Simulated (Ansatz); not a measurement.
Program: Ansatz. Geometries: PBE0-D4/def2-TZVP. ΔE: electronic, gas phase. CCSD(T)/CBS is the MP2 limit (def2-TZVPP, def2-QZVPP) plus CCSD(T) − MP2 in def2-TZVPP, frozen cores. This one scheme is used for every species. Functionals use def2-TZVPP. B3LYP here is the variant with VWN-RPA as its local correlation; programs differ in this. One conformer a species, not always the lowest.

Reaction (hydrogenolysis of a C–C bond): `C=CCCCCCCCC` + H₂ → `C=CCCC` + `CCCCC`

`C=CCCCCCCCC`:

Z-matrix (Å, degrees):
```
C
C 1 1.492
C 1 1.530 2 115.2
H 1 1.095 2 109.2 3 -123.5
H 1 1.098 2 108.3 3 121.0
C 2 1.326 1 125.1 3 124.6
H 2 1.090 1 116.0 3 -56.1
C 3 1.527 1 114.9 2 -64.1
H 3 1.097 1 109.6 2 59.6
H 3 1.094 1 107.3 2 174.2
H 6 1.086 2 121.3 1 -0.8
H 6 1.084 2 121.8 1 179.1
C 8 1.524 3 114.4 1 86.9
H 8 1.095 3 109.0 1 -37.2
H 8 1.096 3 109.1 1 -152.2
C 13 1.531 8 114.5 3 -178.6
H 13 1.094 8 109.9 3 -55.2
H 13 1.096 8 107.4 3 59.6
C 16 1.526 13 114.8 8 95.3
H 16 1.094 13 109.1 8 -144.3
H 16 1.096 13 109.5 8 -29.4
C 19 1.524 16 116.4 13 -61.8
H 19 1.096 16 108.1 13 60.6
H 19 1.097 16 108.7 13 175.2
C 22 1.520 19 114.0 16 -64.5
H 22 1.095 19 109.6 16 59.4
H 22 1.095 19 108.3 16 174.1
H 25 1.093 22 111.3 19 -177.8
H 25 1.092 22 112.0 19 61.9
H 25 1.094 22 110.9 19 -58.0
```

H₂:

```xyz
2

H    -0.276    0.171    0.184
H     0.276   -0.171   -0.184
```

`C=CCCC`:

Z-matrix (Å, degrees):
```
C
C 1 1.491
C 1 1.526 2 112.9
H 1 1.095 2 109.7 3 -122.7
H 1 1.098 2 109.3 3 120.8
C 2 1.326 1 125.2 3 119.3
H 2 1.089 1 115.9 3 -59.7
C 3 1.518 1 112.7 2 178.0
H 3 1.095 1 108.9 2 -59.6
H 3 1.096 1 109.2 2 55.8
H 6 1.084 2 121.7 1 -179.4
H 6 1.086 2 121.3 1 0.8
H 8 1.092 3 111.5 1 179.8
H 8 1.094 3 111.1 1 59.7
H 8 1.094 3 111.1 1 -60.0
```

`CCCCC`:

```xyz
17

C    -0.973    1.857   -1.203
C     0.043    0.919   -0.574
C    -0.563    0.042    0.512
C     0.434   -0.867    1.219
C     1.050   -1.929    0.322
H    -0.520    2.481   -1.977
H    -1.411    2.523   -0.453
H    -1.792    1.298   -1.664
H     0.487    0.292   -1.354
H     0.867    1.501   -0.145
H    -1.046    0.688    1.254
H    -1.364   -0.569    0.077
H    -0.069   -1.357    2.059
H     1.229   -0.254    1.660
H     1.643   -1.488   -0.483
H     0.275   -2.548   -0.139
H     1.710   -2.591    0.888
```

```
             level  ΔE (kJ/mol)  difference from CCSD(T)/CBS
         r2SCAN-D4        -75.6                         -3.7
          B3LYP-D4        -76.8                         -4.9
           ωB97X-V        -73.7                         -1.8
           ωB97M-V        -72.5                         -0.6
            B2PLYP        -90.5                        -18.6
              PBE0        -92.4                        -20.5
             B3LYP       -104.1                        -32.2
     HF/def2-TZVPP       -118.7                        -46.8
    MP2/def2-TZVPP        -66.0                          5.9
SCS-MP2/def2-TZVPP        -75.2                         -3.3
   CCSD/def2-TZVPP        -79.8                         -7.9
     HF/def2-QZVPP       -119.0                        -47.1
    MP2/def2-QZVPP        -66.1                          5.8
SCS-MP2/def2-QZVPP        -75.5                         -3.6
      HF/CBS(def2)       -119.0                        -47.1
     MP2/CBS(def2)        -66.0                          5.9
       CCSD(T)/CBS        -71.9                            0
```

Largest T1 diagnostic among the species: 0.009.

In def2-TZVPP, CCSD(T) changes the Hartree–Fock value by +46.8 kJ/mol (the triples alone add +7.9 kJ/mol) and MP2 by +52.7 kJ/mol. The D4 term adds +27.2 kJ/mol with B3LYP and +17.1 kJ/mol with PBE0; it sums over pairs of atoms, weighted by their polarisabilities, and B3LYP, whose exchange is more repulsive, gets the larger term.
